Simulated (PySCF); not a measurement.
Stretching LaSe

Set-up: basis La x2c-SVPall, Se x2c-SVPall; spin-free X2C with a Gaussian nucleus; PySCF 2.14. Energies in eV from La (5d1 6s2) + Se in their ground configurations at the same level. State: doublet, about 0.1 electrons in the 4f shell (Mulliken).

All columns are PBE. A positive dipole means La(−)Se(+).

```tsv
R (Å)	E (eV)	μ (D)	Mulliken charge on La (basis-dependent)	HOMO (eV)	LUMO (eV)	Mayer bond order	⟨S²⟩
2.153	-3.848	-3.40	0.07	-3.33	-2.59	2.67	0.75
2.254	-4.791	-4.01	0.14	-3.43	-2.68	2.61	0.75
2.354	-5.318	-4.56	0.20	-3.52	-2.78	2.56	0.75
2.429	-5.510	-4.94	0.24	-3.60	-2.90	2.53	0.75
2.504	-5.573	-5.29	0.26	-3.66	-3.01	2.51	0.75
2.579	-5.538	-5.62	0.28	-3.73	-3.12	2.49	0.75
2.679	-5.379	-6.02	0.29	-3.80	-3.25	2.48	0.76
2.804	-5.062	-6.47	0.30	-3.89	-3.40	2.46	0.76
2.955	-4.585	-6.93	0.32	-3.98	-3.55	2.44	0.77
3.155	-3.890	-7.36	0.33	-4.07	-3.71	2.39	0.83
```

A fit through these points gives, at Re = 2.511 Å, μ = -5.32 D and dμ/dR = -4.51 D/Å; the reduced mass is 50.73 u.

Question: How strong is the fundamental in the double-harmonic approximation, I = 42.26·(dμ/dR)²/μred km/mol?

Answer: I = 42.26·(-4.51)²/50.73 = 16.9 km/mol at PBE.

These are scalar-relativistic numbers at best; spin–orbit coupling would shift them, the dissociation energy most. The state is the lowest single determinant that the PBE0 search found; with open d or f shells the true ground state can be another one.
